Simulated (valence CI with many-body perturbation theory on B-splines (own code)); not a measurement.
# Forbidden lines of Pm XXXVIII

Method: relativistic CI+MBPT: six valence electrons over a frozen Dirac-Fock core [Ar], a basis of 7 s, 7 p, 8 d, 6 f, 4 g, 1 h functions for each j, with the one-electron correlation potential Σ1, the two-electron term Σ2, the three-electron term Σ3, Breit, model QED; selected CI, second order for the rest, scaled by the run's own slope (own B-spline code, finite nucleus).

No measured spectrum was set against this ion. As an estimate, large intervals hold to a few tenths of a per cent, small ones and those within an open d or f shell to about a per cent. Core correlation moves these levels by up to 7800 cm⁻¹, and in measured spectra 5 to 20 % of such shifts remained as error; rates that hang on mixing are uncertain with them. Among the levels kept, up to 1000 cm⁻¹ of a level comes from second order outside the variational space, and about a tenth of that is noise between levels of different J, which matters for small intervals. Only levels of the ground parity were solved; by the run's estimate the other parity begins above the list, which can be wrong where configurations are misplaced.

Lines 1 to 50 of 120 in falling wavelength, among levels below 1013900 cm⁻¹, chosen from the decays that carry over 1 % of a level's rate. Wavelengths and rates use the calculated energies. Electric multipoles are in the length gauge, E1 and E2 with the static RPA response of the core. S is in atomic units (e²a₀⁴ for E2 and M2, e²a₀⁶ for E3), for M1 in squared Bohr magnetons. Weak lines are less certain than strong ones. Lines between different terms over intervals too small for the method are left out, as are lines whose strength nearly cancels. The highest levels of a list are the least certain.

Levels are named by their leading jj configuration (3d3/2^4 stands for four electrons in 3d with j = 3/2), which in mixed levels can hold well under half, so a name can repeat and another be missing. Letters in brackets count levels of one name in rising energy.

```tsv
λ vac (Å)	Upper	Lower	Type	A (s⁻¹)	S (a.u.)
2221	(3d3/2^4 3d5/2^2) J=2	(3d3/2^4 3d5/2^2) J=4	E2	7.93e-03	1.91e-03
2120	(3d3/2^3 3d5/2^3) J=5	(3d3/2^3 3d5/2^3) J=4 [a]	M1	9.65e+02	3.75e+00
1532	(3d3/2^3 3d5/2^3) J=2 [b]	(3d3/2^3 3d5/2^3) J=3 [b]	M1	1.30e+03	8.64e-01
1411	(3d3/2^3 3d5/2^3) J=1 [a]	(3d3/2^4 3d5/2^2) J=0	M1	6.57e+03	2.05e+00
1338	(3d3/2^3 3d5/2^3) J=4 [b]	(3d3/2^3 3d5/2^3) J=3 [b]	M1	1.60e+03	1.28e+00
1258	(3d3/2^3 3d5/2^3) J=2 [a]	(3d3/2^3 3d5/2^3) J=1 [a]	M1	2.65e+03	9.77e-01
1169	(3d3/2^4 3d5/2^2) J=0	(3d3/2^4 3d5/2^2) J=2	E2	5.97e-01	1.16e-03
1113	(3d3/2^2 3d5/2^4) J=4 [c]	(3d3/2^2 3d5/2^4) J=4 [b]	M1	2.78e+03	1.28e+00
1107	(3d3/2^3 3d5/2^3) J=3 [b]	(3d3/2^3 3d5/2^3) J=4 [a]	M1	3.79e+03	1.34e+00
1034	(3d3/2^2 3d5/2^4) J=5	(3d3/2^3 3d5/2^3) J=4 [b]	M1	9.25e+03	4.17e+00
982.7	(3d3/2^2 3d5/2^4) J=4 [b]	(3d3/2^2 3d5/2^4) J=4 [a]	M1	2.92e+03	9.26e-01
966.7	(3d3/2^3 3d5/2^3) J=3 [c]	(3d3/2^3 3d5/2^3) J=3 [b]	M1	1.33e+03	3.12e-01
921.9	(3d3/2^2 3d5/2^4) J=3 [a]	(3d3/2^3 3d5/2^3) J=2 [b]	M1	6.01e+03	1.22e+00
908.3	(3d3/2^3 3d5/2^3) J=3 [c]	(3d3/2^3 3d5/2^3) J=2 [a]	M1	3.34e+03	6.50e-01
900.0	(3d3/2^2 3d5/2^4) J=2 [a]	(3d3/2^3 3d5/2^3) J=3 [b]	M1	6.08e+03	8.22e-01
875.9	(3d3/2^3 3d5/2^3) J=3 [b]	(3d3/2^3 3d5/2^3) J=3 [a]	M1	6.93e+03	1.21e+00
848.3	(3d3/2^3 3d5/2^3) J=4 [b]	(3d3/2^3 3d5/2^3) J=5	M1	2.69e+03	5.49e-01
830.9	(3d3/2 3d5/2^5) J=2	(3d3/2 3d5/2^5) J=1	M1	5.62e+03	5.98e-01
780.7	(3d3/2^2 3d5/2^4) J=1	(3d3/2^2 3d5/2^4) J=2 [a]	M1	5.89e+03	3.12e-01
778.8	(3d3/2^3 3d5/2^3) J=3 [a]	(3d3/2^4 3d5/2^2) J=2	M1	2.61e+04	3.20e+00
753.7	(3d3/2^2 3d5/2^4) J=3 [b]	(3d3/2^3 3d5/2^3) J=4 [b]	M1	2.45e+04	2.72e+00
703.5	(3d3/2^2 3d5/2^4) J=3 [b]	(3d3/2^3 3d5/2^3) J=2 [b]	M1	5.33e+03	4.82e-01
687.9	(3d3/2^2 3d5/2^4) J=2 [d]	(3d3/2^2 3d5/2^4) J=2 [c]	M1	7.30e+03	4.41e-01
687.6	(3d3/2^2 3d5/2^4) J=2 [c]	(3d3/2^2 3d5/2^4) J=3 [a]	M1	6.23e+03	3.76e-01
685.2	(3d3/2^2 3d5/2^4) J=4 [b]	(3d3/2^3 3d5/2^3) J=3 [c]	M1	6.67e+03	7.15e-01
677.4	(3d3/2^2 3d5/2^4) J=4 [a]	(3d3/2^3 3d5/2^3) J=3 [b]	M1	6.49e+03	6.74e-01
660.5	(3d3/2^3 3d5/2^3) J=2 [b]	(3d3/2^3 3d5/2^3) J=1 [a]	M1	1.52e+04	8.11e-01
639.2	(3d3/2^3 3d5/2^3) J=1 [a]	(3d3/2^4 3d5/2^2) J=2	M1	1.39e+05	4.02e+00
632.1	(3d3/2^3 3d5/2^3) J=0	(3d3/2^3 3d5/2^3) J=1 [a]	M1	4.07e+04	3.81e-01
624.7	(3d3/2^2 3d5/2^4) J=1	(3d3/2^3 3d5/2^3) J=1 [b]	M1	4.17e+04	1.13e+00
622.9	(3d3/2 3d5/2^5) J=2	(3d3/2^2 3d5/2^4) J=2 [c]	M1	1.03e+04	4.61e-01
605.9	(3d3/2^3 3d5/2^3) J=4 [b]	(3d3/2^3 3d5/2^3) J=4 [a]	M1	1.09e+04	8.06e-01
605.1	(3d3/2^3 3d5/2^3) J=1 [b]	(3d3/2^3 3d5/2^3) J=1 [a]	M1	1.49e+04	3.66e-01
598.3	(3d3/2^2 3d5/2^4) J=1	(3d3/2^3 3d5/2^3) J=0	M1	4.73e+04	1.13e+00
596.0	(3d3/2^2 3d5/2^4) J=4 [c]	(3d3/2^2 3d5/2^4) J=5	M1	1.38e+04	9.71e-01
577.8	(3d3/2^2 3d5/2^4) J=2 [b]	(3d3/2^3 3d5/2^3) J=1 [b]	M1	5.51e+03	1.97e-01
576.6	(3d3/2^3 3d5/2^3) J=3 [a]	(3d3/2^4 3d5/2^2) J=4	M1	1.22e+05	6.05e+00
575.6	(3d3/2^2 3d5/2^4) J=3 [a]	(3d3/2^3 3d5/2^3) J=3 [b]	M1	8.59e+03	4.25e-01
574.9	(3d3/2^2 3d5/2^4) J=1	(3d3/2^3 3d5/2^3) J=2 [b]	M1	2.03e+04	4.29e-01
557.3	(3d3/2^3 3d5/2^3) J=2 [b]	(3d3/2^3 3d5/2^3) J=3 [a]	M1	9.10e+04	2.92e+00
554.4	(3d3/2^2 3d5/2^4) J=3 [a]	(3d3/2^3 3d5/2^3) J=2 [a]	M1	4.05e+04	1.79e+00
534.9	(3d3/2^2 3d5/2^4) J=2 [b]	(3d3/2^3 3d5/2^3) J=2 [b]	M1	2.06e+04	5.83e-01
524.2	(3d3/2^2 3d5/2^4) J=4 [a]	(3d3/2^3 3d5/2^3) J=5	M1	5.79e+04	2.78e+00
522.0	(3d3/2^2 3d5/2^4) J=4 [c]	(3d3/2^2 3d5/2^4) J=4 [a]	M1	1.51e+04	7.18e-01
507.0	(3d3/2^2 3d5/2^4) J=2 [a]	(3d3/2^3 3d5/2^3) J=1 [a]	M1	6.58e+04	1.59e+00
506.9	(3d3/2^3 3d5/2^3) J=4 [a]	(3d3/2^4 3d5/2^2) J=4	M1	1.58e+05	6.89e+00
482.1	(3d3/2^2 3d5/2^4) J=3 [b]	(3d3/2^3 3d5/2^3) J=3 [b]	M1	8.99e+04	2.62e+00
480.7	(3d3/2^2 3d5/2^4) J=2 [c]	(3d3/2^2 3d5/2^4) J=2 [a]	M1	1.16e+04	2.40e-01
471.0	(3d3/2^2 3d5/2^4) J=2 [d]	(3d3/2^2 3d5/2^4) J=2 [b]	M1	9.30e+03	1.80e-01
467.2	(3d3/2^2 3d5/2^4) J=3 [b]	(3d3/2^3 3d5/2^3) J=2 [a]	M1	5.08e+04	1.34e+00
```
